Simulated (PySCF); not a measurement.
A PySCF script (with the pyscf-properties extension) for the NMR shieldings of `[AlH3-][O+]([C@H](C=C)F)CC=O`, C$_{5}$H$_{10}$AlFO$_{2}$, on a GFN2-xTB geometry:

```python
import basis_set_exchange as bse
import numpy as np
from pyscf import gto, dft
from pyscf.prop import nmr

atoms = """
C     2.963442   -0.475351   -0.395047
C     1.684259   -0.529552   -0.714863
C     0.594799   -0.615917    0.306192
F    -0.034177   -1.839962    0.202858
O    -0.360857    0.372954    0.092305
Al   -0.417951    1.390271   -1.540417
C    -1.417882    0.384518    1.036205
C    -2.443944   -0.702296    0.782817
O    -3.126954   -1.188796    1.631051
H     3.297915   -0.451716    0.629792
H     3.726042   -0.440123   -1.152391
H     1.332524   -0.574004   -1.738156
H     0.982774   -0.573668    1.339472
H     1.024373    2.015149   -1.467646
H    -0.701784    0.246028   -2.585137
H    -1.629748    2.283416   -1.076071
H    -1.931114    1.342908    0.882881
H    -1.031824    0.334917    2.061029
H    -2.519696   -0.969526   -0.287173
"""
names = dict.fromkeys(["C", "F", "O", "Al", "H"], "pcSseg-1")
basis = {el: gto.basis.parse(bse.get_basis(n, elements=[el], fmt="nwchem")) for el, n in names.items()}
mol = gto.M(atom=atoms, basis=basis, charge=0, verbose=0)
mf = dft.RKS(mol, xc="PBE0")
mf.grids.level = 2
mf.grids.alignment = dft.numint.BLKSIZE   # the property module wants whole blocks of grid points
mf.conv_tol = 1e-9
mf.kernel()

calc = nmr.RKS(mf)   # GIAO
C = mf.mo_coeff
Co = C[:, mf.mo_occ > 0]
resp = mf.gen_response(singlet=True, hermi=2)
def vind(x):   # induced exchange potential for any number of trial vectors
    d = np.einsum("pi,xij,qj->xpq", C, 2 * x.reshape(-1, C.shape[1], Co.shape[1]), Co, optimize=True)
    return np.einsum("xpq,pi,qj->xij", resp(d - d.transpose(0, 2, 1)), C, Co, optimize=True).ravel()
mo1, _ = nmr.rhf.solve_mo1(calc, with_cphf=vind)
sigma = calc.kernel(mo1)
for i, s in enumerate(sigma):   # ppm
    w = np.linalg.eigvalsh((s + s.T) / 2)
    print("%2d %-2s iso %8.1f  s11 %8.1f  s22 %8.1f  s33 %8.1f" % (i, mol.atom_pure_symbol(i), w.mean(), *w))
```

Task: Give the expected output.

Result: 
```
 0 C  iso     53.5  s11    -61.8  s22     54.8  s33    167.6
 1 C  iso     46.5  s11    -70.6  s22     57.8  s33    152.2
 2 C  iso     68.2  s11     57.7  s22     72.0  s33     75.1
 3 F  iso    304.6  s11    203.3  s22    343.8  s33    366.9
 4 O  iso    253.4  s11    200.4  s22    267.0  s33    292.7
 5 Al iso    406.8  s11    387.6  s22    409.3  s33    423.5
 6 C  iso    103.2  s11     80.8  s22     95.7  s33    133.2
 7 C  iso    -14.4  s11   -104.9  s22    -26.0  s33     87.8
 8 O  iso   -348.3  s11   -984.8  s22   -438.4  s33    378.4
 9 H  iso     25.8  s11     21.7  s22     25.4  s33     30.2
10 H  iso     25.6  s11     22.8  s22     24.9  s33     29.2
11 H  iso     24.2  s11     21.6  s22     22.8  s33     28.3
12 H  iso     26.0  s11     24.0  s22     24.7  s33     29.4
13 H  iso     27.1  s11     23.2  s22     27.3  s33     30.7
14 H  iso     27.0  s11     24.1  s22     25.9  s33     31.0
15 H  iso     27.5  s11     23.9  s22     27.2  s33     31.4
16 H  iso     26.1  s11     21.4  s22     26.9  s33     29.9
17 H  iso     27.6  s11     24.3  s22     26.0  s33     32.6
18 H  iso     21.7  s11     19.3  s22     20.8  s33     24.9
```

These numbers come from an equivalent density-fitted implementation of the same equations, which agrees with the script to about 0.01 ppm for H and up to a few tenths of a ppm for heavy atoms, so last digits may differ.

Size and cost of the density-fitted run: 210 basis functions, 120 s wall time (94 s CPU) on 1 thread of an AMD EPYC, shared host; peak memory 0.94 GiB.
